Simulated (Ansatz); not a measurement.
C₉H₂₁NO⁻ (relaxed from a model of N-butyl-N-methylpyrrolidinium hydroxide, whose bonding it doesn't keep). Charge -1, multiplicity 2. Geometry PBE0-D4/def2-SVP; atoms count from 1.

Cartesian coordinates in Å:
```
C 3.594 2.075 0.641
C 2.160 1.759 1.038
C 1.374 1.006 -0.033
C -0.040 0.764 0.446
N -0.836 -0.125 -0.488
C -0.937 0.372 -1.892
C -2.220 -0.283 0.079
C -2.734 -1.633 -0.382
C -1.494 -2.442 -0.756
C -0.305 -1.533 -0.487
H 4.157 1.152 0.422
H 4.136 2.612 1.437
H 3.634 2.700 -0.268
H 2.139 1.159 1.963
H 1.629 2.699 1.279
H 1.890 0.042 -0.210
H 1.482 1.568 -0.995
H -0.599 1.720 0.446
H 0.106 -0.183 1.939
H -1.403 1.373 -1.855
H -1.573 -0.314 -2.500
H 0.079 0.405 -2.321
H -2.089 -0.225 1.167
H -2.824 0.583 -0.293
H -3.379 -1.495 -1.301
H -3.315 -2.111 0.429
H -1.402 -3.369 -0.162
H -1.533 -2.690 -1.858
H 0.478 -1.599 -1.277
H 0.134 -1.676 0.509
O 0.240 -0.882 2.697
H -0.548 -1.430 2.586
```

The highest occupied level of the relaxed charge -1 doublet lies above zero (up to 2.58 eV). By energy differences, losing it releases 1.58 eV (each at its own geometry, to the charge 0 singlet, at PBE0-D4/def2-TZVP).

Q: Estimate the Mulliken populations of the heavy atoms from the PBE0/def2-TZVP orbitals of Ansatz.

A: 
| atom | charge (e) | spin (α − β) |
| --- | --- | --- |
| C1 | -0.35 | 0.00 |
| C2 | -0.15 | 0.01 |
| C3 | -0.13 | -0.04 |
| C4 | -0.63 | 0.04 |
| N5 | 0.20 | 0.04 |
| C6 | 0.16 | -0.49 |
| C7 | -0.08 | -0.06 |
| C8 | 0.15 | -0.31 |
| C9 | 0.23 | -0.37 |
| C10 | -0.23 | 0.00 |
| O31 | -0.66 | -0.01 |
Mulliken values and Mayer orders depend strongly on the basis.

Q: Where does the spin sit?

A: Summed by element: C -1.23, N 0.04, H 2.20, O -0.01, of 1 unpaired in all. Largest on single atoms: C6 -0.49, C9 -0.37, H25 0.37.

Q: And the Mayer bond orders between bonded heavy atoms (over 0.3)?

A: C1–C2 0.98 (1.52 Å); C2–C3 1.04 (1.53 Å); C3–C4 1.01 (1.51 Å); C4–N5 0.93 (1.52 Å); N5–C6 0.86 (1.49 Å); N5–C7 0.90 (1.50 Å); N5–C10 0.90 (1.51 Å); C7–C8 1.12 (1.52 Å); C8–C9 1.30 (1.53 Å); C9–C10 1.05 (1.52 Å). Values over 0.3 also appear between atoms too far apart for a bond (C6–C9 0.36 at 3.09 Å); they arise where an orbital or an unpaired electron spreads over both atoms.
